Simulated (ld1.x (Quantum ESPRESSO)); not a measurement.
## Building the PAW potential for aluminium (Al) (PBE, scalar-relativistic).

Input for ld1.x (Quantum ESPRESSO) 7.5:

```
&input
   title='Al', zed=13., rel=1, dft='PBE', iswitch=3,
   config='[Ne] 3s2 3p1 3d-2',
   nld=3, rlderiv=2.60, eminld=-3.0, emaxld=5.0, deld=0.02
 /
 &inputp
   pseudotype=3, lpaw=.true., tm=.true., lloc=-1, rcloc=1.95,
   nlcc=.true., new_core_ps=.true., rcore=1.25,
   which_augfun='PSQ', rmatch_augfun_nc=.true.,
   file_pseudopw='Al.UPF', file_wfcaegen='ae.wfc', file_wfcncgen='nc.wfc', file_beta='beta', file_chi='chi', file_wfcusgen='us.wfc'
 /
6
3S  1  0   2.00   0.00  1.90  2.40  0.0
3S  1  0   0.00   2.10  1.90  2.40  0.0
3P  2  1   1.00   0.00  1.40  1.75  0.0
3P  2  1   0.00   0.65  1.40  1.75  0.0
3D  3  2  -2.00   0.15  1.60  1.85  0.0
3D  3  2  -2.00   2.15  1.60  1.85  0.0
 &test
   configts(1)='3s2 3p1'
 /
```

Command:

```bash
ld1.x < Al.in > Al.out
```

Resulting log (shortened: banner, matrices, multipoles, cross overlaps and the repeated all-electron block are left out):

```
Program LD1 v.7.5
     --------------------------- All-electron run ----------------------------

     Al
     scalar relativistic calculation

     atomic number is 13.00
     dft =PBE   lsd =0 sic =0 latt =0  beta=0.20 tr2=1.0E-14
     Exchange-correlation= PBE
                           (   1   4   3   4   0   0   0)
     mesh =1135 r(mesh) = 100.48924 a.u. xmin = -7.00 dx = 0.01250
     1 Ry =  13.60569312 eV, c = 137.03599908

     n l     nl                  e(Ry)          e(Ha)          e(eV)
     1 0     1S 1( 2.00)      -111.0670       -55.5335     -1511.1441
     2 0     2S 1( 2.00)        -7.9500        -3.9750      -108.1651
     2 1     2P 1( 6.00)        -5.1187        -2.5593       -69.6432
     3 0     3S 1( 2.00)        -0.5698        -0.2849        -7.7529
     3 1     3P 1( 1.00)        -0.1993        -0.0997        -2.7121

     final scf error:  7.9E-15 reached in  23 iterations

     Etot =    -485.370441 Ry,    -242.685221 Ha,   -6603.801277 eV

     Ekin =     486.252059 Ry,     243.126029 Ha,    6615.796290 eV
     Encl =   -1160.737048 Ry,    -580.368524 Ha,  -15792.632076 eV
     Eh   =     225.977757 Ry,     112.988878 Ha,    3074.584008 eV
     Exc  =     -36.863208 Ry,     -18.431604 Ha,    -501.549499 eV

     normalization and overlap integrals

     s(1S/1S) =  1.000000  <r> =   0.1202  <r2> =    0.0195  r(max) =   0.0779
     s(2S/2S) =  1.000000  <r> =   0.6261  <r2> =    0.4701  r(max) =   0.4954
     s(2P/2P) =  1.000000  <r> =   0.6034  <r2> =    0.4632  r(max) =   0.4264
     s(3S/3S) =  1.000000  <r> =   2.5429  <r2> =    7.5539  r(max) =   2.0856
     s(3P/3P) =  1.000000  <r> =   3.4481  <r2> =   14.3562  r(max) =   2.6447

     ------------------------ End of All-electron run ------------------------

     --------------------- Generating PAW atomic setup --------------------

      Generating local potential from pseudized AE potential:
      Matching radius rcloc =   1.9500

      Local pseudo, rcloc= 1.935 Estimated cut-off energy=     6.30 Ry

      Computing core charge for nlcc:

       r > 1.26 : true rho core
      Core charge pseudized with two Bessel functions
      Integrated core pseudo-charge :   4.04
      Wfc-us  3S rcutus= 2.423  Estimated cut-off energy=     7.89 Ry
      Wfc-us  3S rcutus= 2.423  Estimated cut-off energy=    16.50 Ry
      Wfc-us  3P rcutus= 1.751  Estimated cut-off energy=    22.89 Ry
      Wfc-us  3P rcutus= 1.751  Estimated cut-off energy=    23.95 Ry
      Wfc-us  3D rcutus= 1.841  Estimated cut-off energy=    30.80 Ry
      Wfc-us  3D rcutus= 1.841  Estimated cut-off energy=    33.98 Ry

     Required augmentation: PSQ   radius:    2.400000

     Q pseudized with Bessel functions
     Expected ecutrho=     163.9235 due to l1=  1   l2=  2

     Estimated PAW energy =  -39.227658 Ryd

     ------------------- End of pseudopotential generation -------------------

     Computing logarithmic derivative in   2.59561
     Computing logarithmic derivative in   2.59561
     Computing the partial wave expansion
     R is outside the sphere for l=    0 j= 0.00
     R is outside the sphere for l=    0 j= 0.00
     R is outside the sphere for l=    1 j= 0.00
     R is outside the sphere for l=    1 j= 0.00
     R is outside the sphere for l=    2 j= 0.00
     R is outside the sphere for l=    2 j= 0.00

     ---------------------- Testing the pseudopotential ----------------------

     Al
     scalar relativistic calculation

     atomic number is 13.00   valence charge is  3.00
     dft = SLA  PW   PBX  PBC   lsd =0 sic =0 latt =0  beta=0.20 tr2=1.0E-14
     mesh =1135 r(mesh) = 100.48924 xmin = -7.00 dx = 0.01250

     n l     nl             e AE (Ry)        e PS (Ry)    De AE-PS (Ry)
     1 0     3S   1( 2.00)       -0.56982       -0.56983        0.00000
     2 1     3P   1( 1.00)       -0.19934       -0.19934       -0.00000

     eps = 1.5E-16  iter =  3

     Etot =    -485.370441 Ry,    -242.685221 Ha,   -6603.801277 eV
     Etotps =   -39.227659 Ry,     -19.613829 Ha,    -533.719487 eV

     Ekin =       5.630393 Ry,       2.815196 Ha,      76.605393 eV
     Encl =     -10.884245 Ry,      -5.442123 Ha,    -148.087699 eV
     Ehrt =       2.889401 Ry,       1.444700 Ha,      39.312300 eV
     Ecxc =     -36.863207 Ry,     -18.431603 Ha,    -501.549481 eV
     (Ecc =      -6.004414 Ry,      -3.002207 Ha,     -81.694216 eV)

     ---------------------- End of pseudopotential test ----------------------
```

Generation and configuration tests took about 1.6 s on one core of a shared server CPU.
